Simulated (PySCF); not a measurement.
Compound: C6H8NO (doublet state).
Structure used (GFN2-xTB), in Å, numbered top down from 1:
```xyz
16
C6H8NO angstrom
C      3.1817    1.3212    0.4577
C      1.9965    0.7462    0.1644
C      0.9323    0.2185   -0.1284
C     -0.3561   -0.3862   -0.3858
C     -0.3681   -1.8655    0.0154
N     -1.4021    0.3497    0.3184
C     -2.4721    0.8549   -0.3177
O     -2.6924    0.7541   -1.4983
H      3.2888    2.3906    0.4478
H      4.0376    0.7203    0.7064
H     -0.6079   -0.2897   -1.4524
H      0.3799   -2.4093   -0.5551
H     -1.3472   -2.2935   -0.1851
H     -0.1434   -1.9729    1.0750
H     -1.2820    0.4867    1.3094
H     -3.1529    1.3837    0.3760
```

The hyperfine couplings belong to this conformer and change with its torsions.

As a line formula: `C([C@@H](C)NC=O)#C[CH2]` [radical].

Computed, not measured: PySCF, UKS B3LYP, pcH-1 on C H N O, non-relativistic, mean-field spin-orbit, GIAO. The structure is a single GFN2-xTB conformer in the gas phase; no vibrational or solvent corrections. A GFN2-xTB geometry isn't a minimum of the functional, and hyperfine couplings can be far from their values at a DFT geometry. No stability test was run, so a lower SCF solution isn't excluded.

What is the g tensor, term by term?

```json
{"Δg (ppm)": "relativistic mass correction", "1": "-146", "2": "-146", "3": "-146"}
{"Δg (ppm)": "gauge correction", "1": "2", "2": "27", "3": "38"}
{"Δg (ppm)": "orbital Zeeman/spin–orbit", "1": "13", "2": "597", "3": "937"}
{"Δg (ppm)": "total", "1": "-131", "2": "479", "3": "830"}
```

So g = 2.00219, 2.00280, 2.00315 and g_iso = 2.00271; the tensor is rhombic: the two nearest values differ by 37 % of g3 − g1. Axes: g3 points within 2° of the C3–C4 bond.

At 33.925 GHz, how far is the centre of the isotropic spectrum from where a free electron (g = 2.002319) resonates?

B = hν/(g μB) with μB/h = 13.99624 MHz/mT gives 1210.53 mT for the free electron and 1210.29 mT at g_iso, 0.24 mT lower.

Average each term over the three axes. Which is largest in size?

The orbital-Zeeman/spin–orbit term 516, the mass correction -146 and the gauge correction 23 ppm, for a total of 393 ppm. The orbital-Zeeman/spin–orbit term is the largest in size. The mass correction is the same along every axis, so the anisotropy comes from the other two: their spans along these axes are 36 (gauge) and 925 ppm (orbital Zeeman/spin–orbit).

What effective moment and Curie constant follow for a powder?

With the mean of g² = 4.0109 and S(S+1) = 0.75: μ_eff = √(⟨g²⟩S(S+1)) = 1.734 μB and χT = 0.12505·⟨g²⟩·S(S+1) = 0.376 cm³ K/mol (cgs; spin-Hamiltonian part alone).

In a frozen sample, at which fields do the three g values resonate at 9.5, 34, 94 and 263 GHz (hyperfine left aside), and which band first spreads them over more than twice a line width of 0.5 mT?

| band | GHz | B(g3) mT | B(g2) mT | B(g1) mT | spread mT |
| --- | --- | --- | --- | --- | --- |
| X | 9.5 | 338.84 | 338.90 | 339.01 | 0.16 |
| Q | 34.0 | 1212.70 | 1212.91 | 1213.28 | 0.58 |
| W | 94.0 | 3352.76 | 3353.35 | 3354.37 | 1.61 |
| J | 263.0 | 9380.61 | 9382.25 | 9385.11 | 4.50 |

The spread grows in proportion to the frequency. W band is the first where it exceeds 1.0 mT.

The largest Mulliken spin populations are on C1 (+0.78), C3 (+0.53) and C2 (-0.26). The positive populations add up to 1.36 and the negative ones to -0.36, together 2S = 1. The angles at C1 add up to 360.0°, so it is planar; its axial dipolar tensor and the negative couplings of its protons fit spin in a p orbital normal to that plane.

The HOMO–LUMO gaps are 6.09 eV among the α and 4.55 eV among the β orbitals.

On AMD EPYC 9B14, one thread (shared host), this took 49 s of wall time (grids of density and orbitals included) and 0.97 GiB of memory at its peak.
